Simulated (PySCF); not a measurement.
Nonlinear optical response: `C#CC(C)=C=CF`, C6H5F

Molfile (atoms numbered from 1):
```
C6H5F
     RDKit          3D

 12 11  0  0  0  0  0  0  0  0999 V2000
   -2.3587    1.6801    0.4415 C   0  0  0  0  0  0  0  0  0  0  0  0
   -1.5474    0.7871    0.3162 C   0  0  0  0  0  0  0  0  0  0  0  0
   -0.6308   -0.3034    0.1659 C   0  0  0  0  0  0  0  0  0  0  0  0
   -1.2182   -1.6853    0.0291 C   0  0  0  0  0  0  0  0  0  0  0  0
    0.6718   -0.0777    0.1530 C   0  0  0  0  0  0  0  0  0  0  0  0
    1.9569    0.1474    0.0879 C   0  0  0  0  0  0  0  0  0  0  0  0
    2.7602    0.1556    1.1543 F   0  0  0  0  0  0  0  0  0  0  0  0
   -3.0647    2.4822    0.5549 H   0  0  0  0  0  0  0  0  0  0  0  0
   -1.8284   -1.9248    0.9136 H   0  0  0  0  0  0  0  0  0  0  0  0
   -1.8813   -1.7289   -0.8487 H   0  0  0  0  0  0  0  0  0  0  0  0
   -0.4280   -2.4392   -0.0772 H   0  0  0  0  0  0  0  0  0  0  0  0
    2.4899    0.3510   -0.8476 H   0  0  0  0  0  0  0  0  0  0  0  0
  1  2  3  0
  2  3  1  0
  3  4  1  0
  3  5  2  0
  5  6  2  0
  6  7  1  0
  1  8  1  0
  4  9  1  0
  4 10  1  0
  4 11  1  0
  6 12  1  0
M  END
```

Method: quadratic response CAM-B3LYP/def2-TZVPD first hyperpolarisability, Taylor convention, gas phase (PySCF 2.14.0). Geometry: PBE0-D3(BJ)/def2-SVP.

(1) What is the first hyperpolarisability, and how does it disperse?

(2) Which lowest excitations, dipole and polarisabilities go with it?

Answers

(1) In au, Taylor convention; the vector part is βᵢ = ⅓ Σⱼ (βᵢⱼⱼ + βⱼᵢⱼ + βⱼⱼᵢ); β∥ is 3/5 of the vector part along the dipole, the dipole points from − to +:
| process | λ (nm) | β vector norm | β∥ | β HRS | depolarisation ratio |
| --- | --- | --- | --- | --- | --- |
| static β(0;0,0) | ∞ | 84.1 | -46.7 | 38.8 | 3.72 |
| second harmonic β(−2ω;ω,ω) | 1907 | 82.9 | -45.5 | 39.4 | 3.49 |
| Pockels β(−ω;ω,0) | 1907 | 83.7 | -46.3 | – | – |
| second harmonic β(−2ω;ω,ω) | 1064 | 80.5 | -41.2 | 41.7 | 2.98 |
| Pockels β(−ω;ω,0) | 1064 | 82.8 | -45.4 | – | – |

(2) S1 4.70 eV (f = 0.001); S2 5.46 eV (f = 0.005); S3 5.51 eV (f = 0.279); dipole 1.85 D; isotropic α 79.5 au static, 79.8 au at 1907 nm, 80.6 au at 1064 nm, 80.9 au at 953.5 nm, 84.4 au at 532 nm.
